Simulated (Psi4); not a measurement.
Here is a job for Psi4.
```
memory 2 GB

molecule mol {
0 2
C    -0.020970    0.188015    0.950683
C     0.006310    0.221824   -0.350256
F    -0.034822   -0.774284    1.829280
F     0.015706    1.338809   -1.053298
F     0.028890   -0.837751   -1.176267
}

set {
  basis sto-3g
  reference uks
}

energy('mn15')
print_variables()
```

Question: What does this run give for the dipole moment, <S^2>, number of basis functions?

Answer: 
* **dipole moment**: 0.44 D
* **<S^2>**: 0.764
* **number of basis functions**: 25

These values belong to the state on which the SCF converged, which isn't shown to be the lowest.
